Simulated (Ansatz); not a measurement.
Pulling the pair apart

The pair of OH⁻ (SMILES [OH-], atoms 1–2) and H2Te (SMILES [TeH2], atoms 3–5), both closed shells, in one local arrangement (a lower one may exist), relaxed at PBE0-D4/def2-TZVPD:

```xyz
5
angstrom
O 0.0634 -0.2383 -1.6764
H 0.1652 0.6807 -1.9388
Te 0.5093 -0.2438 0.5782
H -1.1295 -0.0071 0.6687
H 0.3916 -0.1914 2.3684
```

H2Te is shifted rigidly along the line between the mean atom positions of the two fragments (negative: closer). Counterpoise interaction energies in kJ/mol. Computed with Ansatz 0.2.0 (basis: def2-TZVPPD); correlated methods freeze the cores. Filled d shells of the heavier atoms are correlated. Core potentials replace the inner electrons of the atoms past krypton. The def2 sets are not built for correlating such inner shells, so the correlated values are less sure here. B3LYP uses VWN-RPA correlation.

```
shift (Å)  B3LYP-D4     MP2  r2SCAN-D4
    -0.23    -114.9   -99.7     -130.1
    -0.11    -132.6  -117.2     -146.0
     0.00    -139.3  -123.8     -151.0
     0.11    -139.2  -123.4     -149.4
     0.28    -132.1  -116.3     -140.7
     0.57    -110.6   -95.3     -116.8
     1.15     -70.2   -57.5      -74.2
     2.30     -28.1   -21.1      -32.6
```

(1) What does CCSD(T) give at these shifts? (An estimate is asked for; the value comes from the calculation.)

The T1 diagnostic stays at or below 0.018.

Results:

(1) By the calculation: -101.8, -118.7, -124.9, -124.4, -117.4, -96.6, -58.8, -21.6 kJ/mol. For zero shift, CCSD(T) at an estimated basis limit (MP2 extrapolated from triple and quadruple zeta, plus CCSD(T) − MP2 in triple zeta) gives -138.3 kJ/mol. These are counterpoise interaction energies, counted from the two frozen fragments.

For scale, one of the runs: CCSD(T)/def2-TZVPPD, 150 basis functions, launched by `ansatz run in.yaml --threads 2 --pin off --events-out ev --progress --plain --max-ram 5222MiB`. The run took 34 s on 2 CPU threads (shared host), with 1.1 GiB of host memory at its peak.
